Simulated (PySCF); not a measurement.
The PySCF input:
```python
from pyscf import gto, scf, dft

mol = gto.M(
    atom='''
Br   -0.00000000   -0.00000000   -1.14062493
Br    0.00000000    0.00000000    1.14062493
''',
    basis='sto-3g',
    verbose=4,
    symmetry=True,
)

mf = dft.RKS(mol)
mf.xc = 'camb3lyp'
mf.kernel()
mf.analyze()
```

Question: Estimate the HOMO energy that CAMB3LYP/STO-3G (PySCF) returns for this input.

Answer: -6.53 eV

Question: Estimate the total energy that CAMB3LYP/STO-3G returns for this input.

Answer: -5092.1400 Eh

Question: What HOMO-LUMO gap does CAMB3LYP/STO-3G give?

Answer: 8.10 eV
